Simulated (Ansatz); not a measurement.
Relaxation of AlCl₃H₅NSi (11 atoms, charge 0, multiplicity 1), to a largest force component of 0.03 eV/Å in at most 50 steps.

These are results of RHF/def2-SVP (Ansatz), not measurements.

```xyz
11
Properties=species:S:1:pos:R:3
Al 0.183 -0.692 -0.293
Cl -0.813 0.954 2.544
Cl 1.999 0.249 -0.693
Cl -1.497 -0.350 -1.485
N 0.055 -1.990 1.040
H -0.846 -2.443 1.046
Si 1.284 -2.877 1.905
H 1.445 -4.256 1.382
H 2.563 -2.150 1.763
H 0.934 -2.985 3.344
H -0.563 -0.346 2.466
```

Where does it end, and by what steps?

The forces met the threshold. After 14 steps the energy has fallen by 0.191 eV; H11 moved furthest, 0.60 Å.

```tsv
step	energy less start (eV)	largest force component (eV/Å)	accepted
0	0.0000	1.367	yes
1	-0.0737	1.440	yes
2	-0.0931	1.600	yes
3	-0.0718	2.048	no
4	-0.1456	0.693	yes
5	-0.1708	0.259	yes
6	-0.1839	0.241	yes
7	-0.1574	1.436	no
8	-0.1879	0.122	yes
9	-0.1899	0.063	yes
10	-0.1900	0.066	yes
11	-0.1898	0.125	no
12	-0.1909	0.034	yes
13	-0.1910	0.053	yes
14	-0.1913	0.011	yes
```

```xyz
11
Properties=species:S:1:pos:R:3
Al 0.130 -0.682 -0.116
Cl -0.641 1.036 2.073
Cl 1.923 0.318 -0.554
Cl -1.558 -0.315 -1.318
N 0.108 -2.132 0.911
H -0.765 -2.634 0.866
Si 1.313 -2.952 1.856
H 1.527 -4.344 1.390
H 2.581 -2.198 1.761
H 0.915 -3.027 3.287
H -0.789 0.043 2.862
```

Whether the end is a true minimum wasn't checked by a vibrational analysis.

The run took 38 s on 2 threads of Arm Neoverse V2 (shared host), peak memory 0.32 GiB.
